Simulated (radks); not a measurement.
Values are calculated unless marked as measured or tabulated.
Species: Ho XXIX. Configuration: [Kr] 4d3. Level of theory: scalar-relativistic Kohn-Sham, LDA (Slater exchange, VWN5 correlation), spin-polarised, spherical densities, finite nucleus; open shells are filled with parallel spins first (spin-orbit coupling, left out, can overturn this in heavy ions); Fermi nuclear charge, rms radius 5.2022 fm (a radial shooting solver on a logarithmic mesh with Libxc functionals). Some entries of the table are withheld. Estimate them.

orbital,occ.,eigenvalue (eV),<1/r> (bohr^-1),r(max) (bohr)
1s up,1,-56423.35,75.97,0.01313
1s down,1,-56423.24,75.97,0.01313
2s up,1,-10264.58,17.68,0.07468
2s down,1,-10261.96,17.68,0.07467
2p up,3,-9211.431,16.38,0.06062
2p down,3,-9209.264,16.38,0.06061
3s up,1,-3035.963,6.558,0.2108
3s down,1,-3034.137,6.560,0.2108
3p up,3,-2713.890,6.147,0.2070
3p down,3,-2711.960,6.149,0.2070
3d up,5,-2309.603,5.833,0.1684
3d down,5,-2307.178,5.834,0.1685
4s up,1,-1276.281,3.035,0.4631
4s down,1,-1269.494,3.034,0.4629
4p up,3,-1159.567,2.852,0.4767
4p down,3,-1152.862,2.850,0.4765
4d up,3,-1006.460,2.658,0.4754
4d down,0,-999.8010,2.656,0.4753
5s up,0,(1),1.701,(2)
5s down,0,(3),1.694,(4)
5p up,0,-641.9624,1.613,0.8941
5p down,0,-638.9642,1.607,0.8966

Answer. 
(1) 5s up eigenvalue (eV): -693.0488
(2) 5s up r(max) (bohr): 0.8581
(3) 5s down eigenvalue (eV): -689.7961
(4) 5s down r(max) (bohr): 0.8601
